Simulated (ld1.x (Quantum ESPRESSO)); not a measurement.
**Building the PAW potential for Mo (Z = 42) (PBE, fully relativistic).**

ld1.x (Quantum ESPRESSO) 7.5 was run on this input:

```
&input
   title='Mo', zed=42., rel=2, dft='PBE', iswitch=3,
   config='[Kr] 4d5 5s1 5p0', rel_dist='average',
   nld=5, rlderiv=3.00, eminld=-5.0, emaxld=5.0, deld=0.02
 /
 &inputp
   pseudotype=3, lpaw=.true., tm=.true., lloc=-1, rcloc=1.40,
   nlcc=.true., new_core_ps=.true., rcore=1.75,
   which_augfun='PSQ', rmatch_augfun_nc=.true.,
   file_pseudopw='Mo.UPF', file_wfcaegen='ae.wfc', file_wfcncgen='nc.wfc', file_beta='beta', file_chi='chi', file_wfcusgen='us.wfc'
 /
6
5S  1  0   1.00   0.00  2.30  2.75  0.0
5S  1  0   0.00   3.90  2.30  2.75  0.0
4P  2  1   6.00   0.00  1.65  2.15  0.0
5P  3  1   0.00   0.00  1.65  2.15  0.0
4D  3  2   5.00   0.00  1.45  1.85  0.0
4D  3  2   0.00   1.35  1.45  1.85  0.0
 &test
   configts(1)='4p6 4d5 5s1 5p0'
 /
```

Command:

```bash
ld1.x < Mo.in > Mo.out
```

Output (shortened: banner, matrices, multipoles, cross overlaps and the repeated all-electron block are left out):

```
Program LD1 v.7.5
     --------------------------- All-electron run ----------------------------

     Mo
     dirac relativistic calculation

     atomic number is 42.00
     dft =PBE   lsd =0 sic =0 latt =0  beta=0.20 tr2=1.0E-14
     Exchange-correlation= PBE
                           (   1   4   3   4   0   0   0)
     mesh =1229 r(mesh) = 100.71859 a.u. xmin = -7.00 dx = 0.01250
     1 Ry =  13.60569312 eV, c = 137.03599908

     n l j   nl                  e(Ry)          e(Ha)          e(eV)
     Spin orbit split results
     1 0 0.5 1S 1( 2.00)     -1456.2397      -728.1198    -19813.1502
     2 0 0.5 2S 1( 2.00)      -205.6283      -102.8141     -2797.7155
     2 1 0.5 2P 1( 2.00)      -189.1615       -94.5807     -2573.6732
     2 1 1.5 2P 1( 4.00)      -181.3293       -90.6647     -2467.1114
     3 0 0.5 3S 1( 2.00)       -35.0029       -17.5014      -476.2382
     3 1 0.5 3P 1( 2.00)       -28.7376       -14.3688      -390.9953
     3 1 1.5 3P 1( 4.00)       -27.4482       -13.7241      -373.4513
     4 0 0.5 4S 1( 2.00)        -4.7271        -2.3635       -64.3149
     4 1 0.5 4P 1( 2.00)        -2.9522        -1.4761       -40.1669
     4 1 1.5 4P 1( 4.00)        -2.7698        -1.3849       -37.6848
     3 2 1.5 3D 1( 4.00)       -16.3761        -8.1881      -222.8087
     3 2 2.5 3D 1( 6.00)       -16.1320        -8.0660      -219.4873
     4 2 1.5 4D 1( 2.00)        -0.2850        -0.1425        -3.8770
     4 2 2.5 4D 1( 3.00)        -0.2700        -0.1350        -3.6732
     5 0 0.5 5S 1( 1.00)        -0.3003        -0.1502        -4.0863
     5 1 0.5 5P 1( 0.00)        -0.0814        -0.0407        -1.1075
     5 1 1.5 5P 1( 0.00)        -0.0746        -0.0373        -1.0150
     Averaged results
     1 0     1S 1( 2.00)     -1456.2397      -728.1198    -19813.1502
     2 0     2S 1( 2.00)      -205.6283      -102.8141     -2797.7155
     2 1     2P 1( 6.00)      -183.9401       -91.9700     -2502.6320
     3 0     3S 1( 2.00)       -35.0029       -17.5014      -476.2382
     3 1     3P 1( 6.00)       -27.8780       -13.9390      -379.2993
     4 0     4S 1( 2.00)        -4.7271        -2.3635       -64.3149
     4 1     4P 1( 6.00)        -2.8306        -1.4153       -38.5122
     3 2     3D 1(10.00)       -16.2297        -8.1148      -220.8158
     4 2     4D 1( 5.00)        -0.2760        -0.1380        -3.7547
     5 0     5S 1( 1.00)        -0.3003        -0.1502        -4.0863
     5 1     5P 1( 0.00)        -0.0769        -0.0384        -1.0458

     final scf error:  4.3E-15 reached in  30 iterations

     Etot =   -8098.409932 Ry,   -4049.204966 Ha, -110184.480323 eV

     Ekin =    8397.507005 Ry,    4198.753503 Ha,  114253.903309 eV
     Encl =  -19566.908663 Ry,   -9783.454331 Ha, -266221.354630 eV
     Eh   =    3318.372339 Ry,    1659.186170 Ha,   45148.755713 eV
     Exc  =    -247.380614 Ry,    -123.690307 Ha,   -3365.784715 eV

     normalization and overlap integrals

     s(1S/1S) =  1.000000  <r> =   0.0352  <r2> =    0.0017  r(max) =   0.0229
     s(2S/2S) =  1.000000  <r> =   0.1534  <r2> =    0.0278  r(max) =   0.1303
     s(2P/2P) =  1.000000  <r> =   0.1308  <r2> =    0.0210  r(max) =   0.1015
     s(2P/2P) =  1.000000  <r> =   0.1353  <r2> =    0.0224  r(max) =   0.1054
     s(3S/3S) =  1.000000  <r> =   0.4287  <r2> =    0.2106  r(max) =   0.3819
     s(3P/3P) =  1.000000  <r> =   0.4233  <r2> =    0.2088  r(max) =   0.3724
     s(3P/3P) =  1.000000  <r> =   0.4339  <r2> =    0.2191  r(max) =   0.3819
     s(4S/4S) =  1.000000  <r> =   1.1077  <r2> =    1.3919  r(max) =   0.9874
     s(4P/4P) =  1.000000  <r> =   1.2168  <r2> =    1.7004  r(max) =   1.0511
     s(4P/4P) =  1.000000  <r> =   1.2482  <r2> =    1.7898  r(max) =   1.0777
     s(3D/3D) =  1.000000  <r> =   0.4132  <r2> =    0.2055  r(max) =   0.3206
     s(3D/3D) =  1.000000  <r> =   0.4167  <r2> =    0.2088  r(max) =   0.3246
     s(4D/4D) =  1.000000  <r> =   1.9809  <r2> =    4.9729  r(max) =   1.3838
     s(4D/4D) =  1.000000  <r> =   2.0130  <r2> =    5.1492  r(max) =   1.3838
     s(5S/5S) =  1.000000  <r> =   3.5958  <r2> =   14.9240  r(max) =   2.9295
     s(5P/5P) =  1.000000  <r> =   5.2678  <r2> =   32.9406  r(max) =   4.0041
     s(5P/5P) =  1.000000  <r> =   5.4458  <r2> =   35.2030  r(max) =   4.1572

     ------------------------ End of All-electron run ------------------------

     --------------------- Generating PAW atomic setup --------------------

      Generating local potential from pseudized AE potential:
      Matching radius rcloc =   1.4000

      Local pseudo, rcloc= 1.401 Estimated cut-off energy=    12.76 Ry

      Computing core charge for nlcc:

       r > 1.75 : true rho core
      Core charge pseudized with two Bessel functions
      Integrated core pseudo-charge :   2.45

     Fully relativistic calculation: |psi|^2

     Wfc 5S LC norm =  0.99997110 SC norm =  0.00002696 missing  0.00000194
     Speed at rcutus      0.435 a.u.,  v/c =  0.003177,  (v/c)^2 =  0.00001009

     Wfc 4P LC norm =  0.99975929 SC norm =  0.00024070 missing  0.00000001
     Speed at rcutus      0.394 a.u.,  v/c =  0.002878,  (v/c)^2 = -0.00000829

     Wfc 4P LC norm =  0.99976951 SC norm =  0.00023044 missing  0.00000005
     Speed at rcutus      0.393 a.u.,  v/c =  0.002865,  (v/c)^2 = -0.00000821

     Wfc 5P LC norm =  0.99998733 SC norm =  0.00001237 missing  0.00000030
     Speed at rcutus      0.281 a.u.,  v/c =  0.002052,  (v/c)^2 =  0.00000421

     Wfc 5P LC norm =  0.99998820 SC norm =  0.00000932 missing  0.00000248
     Speed at rcutus      0.253 a.u.,  v/c =  0.001848,  (v/c)^2 =  0.00000342

     Wfc 4D LC norm =  0.99989390 SC norm =  0.00010609 missing  0.00000001
     Speed at rcutus      0.951 a.u.,  v/c =  0.006939,  (v/c)^2 =  0.00004815

     Wfc 4D LC norm =  0.99989659 SC norm =  0.00010152 missing  0.00000189
     Speed at rcutus      0.953 a.u.,  v/c =  0.006956,  (v/c)^2 =  0.00004839
      Wfc-us  5S rcutus= 2.752  Estimated cut-off energy=     5.72 Ry
      Wfc-us  5S rcutus= 2.752  Estimated cut-off energy=    13.50 Ry
      Wfc-us  4P rcutus= 2.143  Estimated cut-off energy=    18.86 Ry
      Wfc-us  4P rcutus= 2.143  Estimated cut-off energy=    18.77 Ry
      Wfc-us  5P rcutus= 2.143  Estimated cut-off energy=    35.34 Ry
      Wfc-us  5P rcutus= 2.143  Estimated cut-off energy=    35.09 Ry
      Wfc-us  4D rcutus= 1.845  Estimated cut-off energy=    33.45 Ry
      Wfc-us  4D rcutus= 1.845  Estimated cut-off energy=    33.41 Ry
      Wfc-us  4D rcutus= 1.845  Estimated cut-off energy=    42.66 Ry
      Wfc-us  4D rcutus= 1.845  Estimated cut-off energy=    42.20 Ry

     Required augmentation: PSQ   radius:    2.750000

     Q pseudized with Bessel functions
     Expected ecutrho=     232.1897 due to l1=  2   l2=  2

     Estimated PAW energy = -324.382417 Ryd

     ------------------- End of pseudopotential generation -------------------

     Computing logarithmic derivative in   2.98500
     Computing logarithmic derivative in   2.98500
     Computing the partial wave expansion
     R is outside the sphere for l=    0 j= 0.50
     R is outside the sphere for l=    0 j= 0.50
     R is outside the sphere for l=    1 j= 0.50
     R is outside the sphere for l=    1 j= 0.50
     R is outside the sphere for l=    1 j= 1.50
     R is outside the sphere for l=    1 j= 1.50
     R is outside the sphere for l=    2 j= 1.50
     R is outside the sphere for l=    2 j= 1.50
     R is outside the sphere for l=    2 j= 2.50
     R is outside the sphere for l=    2 j= 2.50

     ---------------------- Testing the pseudopotential ----------------------

     Mo
     dirac relativistic calculation

     atomic number is 42.00   valence charge is 12.00
     dft = SLA  PW   PBX  PBC   lsd =0 sic =0 latt =0  beta=0.20 tr2=1.0E-14
     mesh =1229 r(mesh) = 100.71859 xmin = -7.00 dx = 0.01250

     n l  j  nl             e AE (Ry)       e PS (Ry)    De AE-PS (Ry)
     2 1 0.5 4P   1( 2.00)       -2.95221       -2.95221       -0.00000
     2 1 1.5 4P   1( 4.00)       -2.76979       -2.76979        0.00000
     3 2 1.5 4D   1( 2.00)       -0.28496       -0.28495       -0.00000
     3 2 2.5 4D   1( 3.00)       -0.26997       -0.26998        0.00000
     1 0 0.5 5S   1( 1.00)       -0.30033       -0.30033        0.00000
     3 1 0.5 5P   1( 0.00)       -0.08140       -0.08140       -0.00000
     3 1 1.5 5P   1( 0.00)       -0.07460       -0.07460       -0.00000

     eps = 6.7E-15  iter =  4

     Etot =   -8098.409932 Ry,   -4049.204966 Ha, -110184.480323 eV
     Etotps =  -324.382419 Ry,    -162.191210 Ha,   -4413.447648 eV

     Ekin =     148.776282 Ry,      74.388141 Ha,    2024.204444 eV
     Encl =    -304.128807 Ry,    -152.064404 Ha,   -4137.883219 eV
     Ehrt =      78.350726 Ry,      39.175363 Ha,    1066.015934 eV
     Ecxc =    -247.380620 Ry,    -123.690310 Ha,   -3365.784805 eV
     (Ecc =      -2.389353 Ry,      -1.194677 Ha,     -32.508805 eV)

     ---------------------- End of pseudopotential test ----------------------
```

Generation and configuration tests took about 4.1 s on one core of a shared server CPU.

Transferability test of the new file with ld1.x, input:

```
&input
   title='Mo', zed=42., rel=2, dft='PBE', iswitch=2,
   config='[Kr] 4d5 5s1 5p0', rel_dist='average'
 /
 &test
   file_pseudo='Mo.UPF', nconf=8,
   configts(1)='4p6 4d5 5s1 5p0',
   configts(2)='4p6 4d5 5s0 5p0',
   configts(3)='4p6 4d4 5s0 5p0',
   configts(4)='4p6 4d3 5s0 5p0',
   configts(5)='4p6 4d5 5s0 5p1',
   configts(6)='4p6 4d2 5s0 5p0',
   configts(7)='4p6 4d4 5s1 5p0',
   configts(8)='4p6 4d6 5s0 5p0'
 /
```

```bash
ld1.x < Mo.test.in > Mo.test.out
```

Pseudopotential blocks of its output, shortened (energy terms left out):

```
     ---------------------- Testing the pseudopotential ----------------------

     n l  j  nl             e AE (Ry)       e PS (Ry)    De AE-PS (Ry)
     2 1 0.5 4P   1( 2.00)       -2.95221       -2.95221       -0.00000
     2 1 1.5 4P   1( 4.00)       -2.76979       -2.76979        0.00000
     3 2 1.5 4D   1( 2.00)       -0.28496       -0.28495       -0.00000
     3 2 2.5 4D   1( 3.00)       -0.26997       -0.26998        0.00000
     1 0 0.5 5S   1( 1.00)       -0.30033       -0.30033        0.00000
     3 1 0.5 5P   1( 0.00)       -0.08140       -0.08140       -0.00000
     3 1 1.5 5P   1( 0.00)       -0.07460       -0.07460       -0.00000

     eps = 6.7E-15  iter =  4

     Etot =   -8098.409932 Ry,   -4049.204966 Ha, -110184.480323 eV
     Etotps =  -324.382419 Ry,    -162.191210 Ha,   -4413.447648 eV

     ---------------------- End of pseudopotential test ----------------------

          ---------------------- Testing the pseudopotential ----------------------

     n l  j  nl             e AE (Ry)       e PS (Ry)    De AE-PS (Ry)
     2 1 0.5 4P   1( 2.00)       -3.45177       -3.45266        0.00089
     2 1 1.5 4P   1( 4.00)       -3.26994       -3.27076        0.00082
     3 2 1.5 4D   1( 2.00)       -0.77494       -0.77511        0.00017
     3 2 2.5 4D   1( 3.00)       -0.75912       -0.75930        0.00017
     1 0 0.5 5S   1( 0.00)       -0.72230       -0.72241        0.00010
     3 1 0.5 5P   1( 0.00)       -0.44298       -0.44374        0.00076
     3 1 1.5 5P   1( 0.00)       -0.43016       -0.43030        0.00014

     eps = 1.3E-15  iter = 11

     Etot =   -8097.903455 Ry,   -4048.951727 Ha, -110177.589348 eV
     Etotps =  -323.875994 Ry,    -161.937997 Ha,   -4406.557378 eV
     dEtot_ae =       0.506477 Ry
     dEtot_ps =       0.506426 Ry,   Delta E=       0.000052 Ry

     ---------------------- End of pseudopotential test ----------------------

          ---------------------- Testing the pseudopotential ----------------------

     n l  j  nl             e AE (Ry)       e PS (Ry)    De AE-PS (Ry)
     2 1 0.5 4P   1( 2.00)       -4.29607       -4.29494       -0.00113
     2 1 1.5 4P   1( 4.00)       -4.11110       -4.11008       -0.00102
     3 2 1.5 4D   1( 1.60)       -1.54162       -1.54146       -0.00016
     3 2 2.5 4D   1( 2.40)       -1.52321       -1.52307       -0.00014
     1 0 0.5 5S   1( 0.00)       -1.30097       -1.30011       -0.00086
     3 1 0.5 5P   1( 0.00)       -0.94682       -0.94658       -0.00024
     3 1 1.5 5P   1( 0.00)       -0.92591       -0.92665        0.00074

     eps = 5.6E-16  iter = 11

     Etot =   -8096.767126 Ry,   -4048.383563 Ha, -110162.128809 eV
     Etotps =  -322.739556 Ry,    -161.369778 Ha,   -4391.095363 eV
     dEtot_ae =       1.642806 Ry
     dEtot_ps =       1.642863 Ry,   Delta E=      -0.000057 Ry

     ---------------------- End of pseudopotential test ----------------------
```

The test run then stopped with an error in new_paw_hamiltonian: “negative rho”.
